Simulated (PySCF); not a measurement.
## Shifts of the heteroatoms

Geometry:
| atom | x (Å) | y (Å) | z (Å) |
| --- | --- | --- | --- |
| C1 | 2.573 | -1.587 | 0.479 |
| C2 | 1.491 | -0.996 | -0.020 |
| C3 | 1.069 | 0.353 | 0.279 |
| C4 | 1.767 | 1.314 | 0.976 |
| P5 | 0.917 | 2.838 | 1.079 |
| C6 | -0.355 | 2.121 | 0.176 |
| N7 | -0.137 | 0.830 | -0.163 |
| C8 | -1.084 | 0.064 | -0.904 |
| C9 | -1.754 | -1.113 | -0.252 |
| C10 | -2.535 | 0.133 | -0.533 |
| H11 | 3.227 | -1.094 | 1.175 |
| H12 | 2.837 | -2.593 | 0.204 |
| H13 | 0.861 | -1.542 | -0.709 |
| H14 | 2.741 | 1.149 | 1.400 |
| H15 | -1.271 | 2.592 | -0.135 |
| H16 | -0.841 | -0.016 | -1.961 |
| H17 | -1.937 | -1.994 | -0.847 |
| H18 | -1.498 | -1.323 | 0.775 |
| H19 | -3.263 | 0.126 | -1.330 |
| H20 | -2.814 | 0.748 | 0.308 |

Computed data (PySCF 2.14.0 with density-fitted response routines): geometry from GFN2-xTB, NMR shieldings at PBE0/pcSseg-1/GIAO. A single conformation, no relativistic terms, one averaged value for each set of equivalent atoms, isolated molecule.

Task: Predict the $^{31}$P NMR data.

Result: 
| atoms | environment | σ (ppm) | δ (ppm) |
| --- | --- | --- | --- |
| P5 | phosphorus bonded to 2 C, in a 5-membered ring | 202.7 | 102.1 |

Shieldings were converted by a linear fit to measured shifts: $^{31}$P (scatter 18.1 ppm rms vs H3PO4, solution or neat liquid). A few per cent of atoms miss by over 2 rms, more outside the fitted compound classes.

On a 400 MHz spectrometer $^{31}$P resonates near 161.9 MHz, so 1 ppm is 161.9 Hz.

Task: Predict the $^{15}$N NMR data.

Result: 
```csv
atoms,environment,σ (ppm),δ (ppm)
N7,pyrrole-type ring nitrogen,58.5,-201.9
```

Shieldings were converted by a linear fit to measured shifts: $^{15}$N: δ = -148.07 − 0.921σ (rms 6.3 ppm, 71 shifts vs CH3NO2, solution or neat liquid). Occasional misses reach two or three times the rms, and more in compound classes unlike the fitted ones.

On a 400 MHz spectrometer $^{15}$N resonates near 40.5 MHz, so 1 ppm is 40.5 Hz.
